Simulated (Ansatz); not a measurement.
Basis-set extrapolation for C3H5ClSi (`ClCC1=C[SiH2]1`) (PBE0-D4/def2-TZVP geometry, frozen core, Ansatz). Multiplicity 1, RHF reference.

```json
{"": "HF", "def2-TZVPP": "-864.938599", "def2-QZVPP": "-864.965438"}
{"": "MP2 correlation", "def2-TZVPP": "-0.787989", "def2-QZVPP": "-0.846996"}
{"": "CCSD(T) correlation", "def2-TZVPP": "-0.875908", "def2-QZVPP": "not run"}
```

Energies in hartree. Use E(X) = E(∞) + A·exp(−7.88·√X) for Hartree–Fock and E(X) = E(∞) + B·X^(−2.97) for correlation, with X = 3 and 4, and add CCSD(T) minus MP2 of the smaller set to the MP2 limit.

Task: What is the CCSD(T) energy at the basis-set limit?

Result: HF limit: -864.965438 + (-0.026839) × 0.13774 = -864.96913. MP2 limit: -0.846996 + (-0.059007) × 0.74074 = -0.89070. Higher-order term: -0.875908 − (-0.787989) = -0.08792. Total: -865.94775 hartree, 349.8 kJ/mol below CCSD(T)/def2-TZVPP.
